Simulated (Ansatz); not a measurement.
Reaction (ligand exchange at a Ga–N bond): `[CH3][GaH][NH]CF` + `N=C[SiH3]` → `[CH3][GaH]/[N]=C\[SiH3]` + `NCF`

Program: Ansatz. Geometries: PBE0-D4/def2-TZVP. ΔE: electronic, gas phase. CBS: MP2 limit from def2 TZ/QZ plus the TZ coupled-cluster correction, frozen cores. DFT in def2-TZVPP. B3LYP here is the variant with VWN-RPA as its local correlation; programs differ in this. For Ga outer-core shells are correlated without core-valence functions, which leaves a few kJ/mol of doubt a bond. Scalar relativity is left out up to krypton. Each species was taken in one conformer, which may not be the lowest.

```json
{"level": "PBE-D4", "ΔE (kJ/mol)": "8.8", "difference from CCSD(T)/CBS": "-12.1"}
{"level": "PBE", "ΔE (kJ/mol)": "9.5", "difference from CCSD(T)/CBS": "-11.4"}
{"level": "r2SCAN", "ΔE (kJ/mol)": "12.0", "difference from CCSD(T)/CBS": "-8.9"}
{"level": "B3LYP", "ΔE (kJ/mol)": "12.9", "difference from CCSD(T)/CBS": "-8.0"}
{"level": "MP2/def2-TZVPP", "ΔE (kJ/mol)": "19.8", "difference from CCSD(T)/CBS": "-1.1"}
{"level": "CCSD(T)/def2-TZVPP", "ΔE (kJ/mol)": "20.7", "difference from CCSD(T)/CBS": "-0.2"}
{"level": "HF/def2-QZVPP", "ΔE (kJ/mol)": "21.0", "difference from CCSD(T)/CBS": "0.1"}
{"level": "SCS-MP2/def2-QZVPP", "ΔE (kJ/mol)": "21.3", "difference from CCSD(T)/CBS": "0.4"}
{"level": "HF/CBS(def2)", "ΔE (kJ/mol)": "21.1", "difference from CCSD(T)/CBS": "0.2"}
{"level": "CCSD/CBS(def2)", "ΔE (kJ/mol)": "22.6", "difference from CCSD(T)/CBS": "1.7"}
{"level": "CCSD(T)/CBS", "ΔE (kJ/mol)": "20.9", "difference from CCSD(T)/CBS": "0"}
```

Largest T1 diagnostic among the species: 0.015.

From PBE to PBE0 (25 % exact exchange), in def2-TZVPP and without D4, ΔE moves by +4.6 kJ/mol.
